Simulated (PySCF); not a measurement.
## IrH3: one-bond stretch

All numbers come from PBE0 in PySCF with Ir def2-TZVP with ECP60, H def2-TZVP; scalar-relativistic core potentials, no spin–orbit coupling; density-fitted integrals.

Rigid scan from the singlet minimum (Ir–H 1.532 Å (×3); H–Ir–H 89.5° (×3)). Coordinate: the bond from Ir to the last atom (H) scaled, the rest fixed. Energies in kJ/mol from the minimum.

```tsv
scale of one bond	E (kJ/mol)	dipole size (D)
0.92	19.5	2.07
0.96	4.4	2.07
1.00	0.0	2.08
1.05	5.5	2.09
1.12	27.2	2.10
1.20	63.4	2.13
1.35	143.6	2.20
1.55	246.8	–
1.80	349.7	–
2.20	456.5	–
```

At long bonds a restricted determinant can lie too high, and another spin state can fall below this curve.

Spin–orbit coupling, left out here, can matter for elements this heavy.

The scan took 4.2 s on 2 threads of a shared Arm Neoverse V2 host; the process peaked at 0.73 GiB. Launch command: `OMP_NUM_THREADS=2 python axn.py task.json out`.
